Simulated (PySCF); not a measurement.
SMILES [F][GeH]([NH2])[NH2] (H₅FGeN₂), CAM-B3LYP/def2-SVP optimised geometry.

```
9

Ge    -0.31    -1.08     0.00
N     -0.90    -2.03    -1.41
N     -1.22     0.48     0.00
F     -0.74    -1.77     1.54
H      1.22    -1.08     0.00
H     -1.90    -2.13    -1.50
H     -0.42    -2.90    -1.64
H     -1.20     1.02     0.86
H     -1.12     1.08    -0.81
```

Density from CAM-B3LYP/def2-TZVP (PySCF) at that geometry.

Minimum of the electron density along straight lines between bonded atoms, close to the bond critical point (lines longer than 1.1 times the sum of covalent radii, or with two minima, are not listed):

```json
[
 {"bond": "Ge1–N2", "length / Å": "1.800", "ρ at the minimum / e bohr⁻³": "0.151", "∇²ρ there / e bohr⁻⁵": "0.49", "position (fraction from the first atom)": "0.47"},
 {"bond": "Ge1–N3", "length / Å": "1.807", "ρ at the minimum / e bohr⁻³": "0.150", "∇²ρ there / e bohr⁻⁵": "0.47", "position (fraction from the first atom)": "0.47"},
 {"bond": "Ge1–F4", "length / Å": "1.744", "ρ at the minimum / e bohr⁻³": "0.139", "∇²ρ there / e bohr⁻⁵": "0.79", "position (fraction from the first atom)": "0.48"},
 {"bond": "Ge1–H5", "length / Å": "1.533", "ρ at the minimum / e bohr⁻³": "0.138", "∇²ρ there / e bohr⁻⁵": "0.04", "position (fraction from the first atom)": "0.59"},
 {"bond": "N2–H6", "length / Å": "1.016", "ρ at the minimum / e bohr⁻³": "0.330", "∇²ρ there / e bohr⁻⁵": "-1.60", "position (fraction from the first atom)": "0.74"},
 {"bond": "N2–H7", "length / Å": "1.015", "ρ at the minimum / e bohr⁻³": "0.331", "∇²ρ there / e bohr⁻⁵": "-1.59", "position (fraction from the first atom)": "0.74"},
 {"bond": "N3–H8", "length / Å": "1.015", "ρ at the minimum / e bohr⁻³": "0.331", "∇²ρ there / e bohr⁻⁵": "-1.60", "position (fraction from the first atom)": "0.74"},
 {"bond": "N3–H9", "length / Å": "1.015", "ρ at the minimum / e bohr⁻³": "0.331", "∇²ρ there / e bohr⁻⁵": "-1.59", "position (fraction from the first atom)": "0.74"}
]
```
